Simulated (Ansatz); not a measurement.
Ta(O)(OH)(NH2)2 (H5N2O2Ta), SMILES [Ta](=[O])([OH])([NH2])[NH2], multiplicity 1.

Geometry optimised at PBE0-D3(BJ)/def2-SVP. The spin state was assumed, not searched. The structure was generated by enumeration; whether it is a known compound was not checked. The def2 effective core potentials stand for the cores of Ta; spin–orbit coupling is left out. Other conformers were not sampled.

Two levels are set side by side: PBE/def2-SVPD (Ansatz, a first-principles code) and CAM-B3LYP/def2-SVPD (Ansatz). Energy differences of separate SCF runs at the same geometry; the states with an electron removed or added have multiplicity 2 and 2. Differences are taken from unrounded values.

```tsv
quantity	CAM-B3LYP
vertical ionisation energy (eV)	9.61
vertical singlet–triplet gap (eV)	5.68
```

Q: What does PBE give, and how far is it from CAM-B3LYP? (An estimate is asked for; the answer gives what the named calculation found.)

A: 
```tsv
quantity	PBE	PBE minus CAM-B3LYP
vertical ionisation energy (eV)	8.99	-0.62
vertical singlet–triplet gap (eV)	5.10	-0.58
```
